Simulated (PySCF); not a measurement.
**Computed vibrations of [Ir3]+**

[Ir3]+ (triplet). PySCF 2.14.0, UKS PBE, Ir def2-SVP with ECP60; non-relativistic Hamiltonian with scalar-relativistic core potentials where named; density fitting; no spin-orbit coupling. Central differences of gradients.

```xyz
3

Ir    1.3710    0.0000    0.0000
Ir   -0.6855    1.1873    0.0000
Ir   -0.6855   -1.1873    0.0000
```

Run from Python with OMP_NUM_THREADS=2. Where DIIS fails, smearing, a level shift and second-order steps follow.
It took 38 s on 2 threads of Arm Neoverse V2 (shared host).

(1) What are the harmonic wavenumbers and infrared intensities?

(2) Is this a minimum?

The relaxed state isn't the lowest spin state tried at its geometry. Open shells may have lower solutions than the one found.

Results:

(1) Modes are labelled in D3h; negative numbers are unstable modes, those under 60 cm⁻¹ near the noise; a finer grid moves soft modes by up to 10 cm⁻¹.
```
cm⁻¹  km/mol  symmetry
 159     0.0        e'
 159     0.0        e'
 269     0.0       a1'
```

(2) Yes. Ideal gas at 298.15 K and 1 bar: S = 340.5 J/(mol K), Cp = 56.3 J/(mol K), H − H(0 K) = 14.4 kJ/mol (rigid rotor, harmonic modes, spin degeneracy alone).
